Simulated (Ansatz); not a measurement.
```xyz
12

N    -0.770    0.449   -1.535
C    -0.119    0.549   -0.274
F     0.010    1.913    0.058
N     1.172   -0.089   -0.214
Si    0.644   -1.064    1.119
N    -0.790   -0.144    0.798
H    -1.769    0.547   -1.413
H    -0.446    1.183   -2.155
H     1.573   -0.373   -1.092
H     1.318   -0.852    2.427
H     0.554   -2.529    0.883
H    -1.378    0.410    1.399
```

The species carries charge 0 and has multiplicity 1.

Task: List the r2SCAN/def2-TZVPP orbital energies in eV (the Gaussian-basis code of Ansatz). (An estimate is asked.)

Result: Computed: Occupied: -1791.64, -665.48, -385.20, -385.01, -384.91, -277.48, -141.99, -96.90, -96.84, -96.81, -31.19, -25.33, -22.91, -21.65, -15.96, -14.67, -13.58, -13.03, -12.67, -11.34, -10.53, -10.04, -9.04, -8.98, -8.71, -6.98, -6.54, -6.15. Lowest empty: -0.58, 0.79, 1.47, 1.97, 2.20, 2.41, 2.77, 3.13.
